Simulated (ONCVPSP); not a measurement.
## As, ONCV: configuration errors across variants

* Element: arsenic (As)
* Generator: ONCVPSP 4.0.1
* Type: optimised norm-conserving Vanderbilt (ONCV)
* Functional: LDA (Perdew-Wang 92)
* Relativity: scalar-relativistic
* Frozen core: [Ar] 3d10
* Valence charge: 5
* Reference configuration: 4s1.75 4p3.25
* Partial waves: 4s: rc 1.25 bohr, ncon 3, nbas 6, qcut 4.8 1/bohr, 1 projector; 4p: rc 1.90 bohr, ncon 4, nbas 7, qcut 4.3 1/bohr, 2 projectors, debl 2.8 Ha
* Local potential: polynomial inside 0.95 bohr (lpopt 5, dvloc0 2 Ha)
* Core correction: Teter function, fcfact 3, rcfact 1.3

All-electron excitation energies from the reference (eV): (1) 4s2 4p3 -2.348; (2) 4s2 4p2 6.972; (3) 4s2 4p1 25.129; (4) 4s2 4p0 53.165.

1 further variants failed, have other tests or too few solved ones, and are left out.

A true bound ghost makes a file unfit for plane-wave use even where its test errors are small: the radial tests pick states by their node count and pass the ghost by.

Errors AE − PS in meV (a dash: test not solved or not reliable):

```tsv
change	(1)	(2)	(3)	(4)	bound ghosts	GHOST(+) flags above zero
base	+0.6	-0.1	-5.1	-20	s	p
s: nproj 2	+0.6	-0.1	-5.1	-19	s	s, p
local potential polynomial inside 1.05 bohr (lpopt 5, dvloc0 4 Ha)	+0.8	+1.5	+14	+70	none	s
core correction Teter function, fcfact 3, rcfact 1.5	+0.5	-4.6	-39	-146	s	p
local potential polynomial inside 0.95 bohr (lpopt 5, dvloc0 8.5 Ha)	+0.7	+0.8	+5.0	+25	none	s
p: rc 1.7	+0.6	+0.1	-3.5	-13	s	none
core correction Teter function, fcfact 5, rcfact 1.45	+0.4	-5.6	-48	-188	s	p
```

Problem. Give the same row for: core correction Teter function, fcfact 5.1, rcfact 1.3.

Solution. +0.5, -1.1, -15, -65; bound ghosts: s; GHOST(+) flags above zero: p.
